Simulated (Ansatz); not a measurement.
Correlation energies of CH6N2Si2, SMILES `NC1=N[SiH]1[SiH3]` by basis set

Cartesian coordinates in Å:
```
N -0.3713 0.7949 -2.3694
C -0.5957 0.1179 -1.2412
N -0.8526 -1.1240 -1.0182
Si -0.7945 -0.2020 0.5049
Si 1.0450 -0.4256 1.9130
H -0.4492 0.3246 -3.2576
H -0.2470 1.7883 -2.3537
H -2.0833 0.1393 1.1626
H 1.2072 0.7971 2.7468
H 0.8771 -1.5888 2.8260
H 2.2643 -0.6218 1.0869
```

Charge 0, multiplicity 1. Geometry: relaxed with PBE0-D4/def2-TZVP. It is one conformer, not always the lowest. Frozen core, restricted reference, the Gaussian-basis code of Ansatz. CBS rows extrapolate triple and quadruple zeta; past MP2 they add the triple-zeta difference.

```tsv
basis	HF (Eh)	MP2 corr.	CCSD corr.	(T)	CCSD(T) total
def2-SVP	-727.77386	-0.65379	-0.70257	?	?
def2-TZVPP	?	-0.80548	-0.84641	-0.04005	?
def2-QZVPP	-728.18528	?	–	–	–
CBS(def2)	?	-0.90423	-0.94516	as TZ	?
```

(1) Fill in the withheld values. (An estimate is asked.)

Results:

(1) Computed: def2-SVP (T): -0.02636; def2-SVP CCSD(T) total: -728.50279; def2-TZVPP HF (Eh): -728.16026; def2-TZVPP CCSD(T) total: -729.04672; def2-QZVPP MP2 corr.: -0.86221; CBS(def2) HF (Eh): -728.18873; CBS(def2) CCSD(T) total: -729.17394.
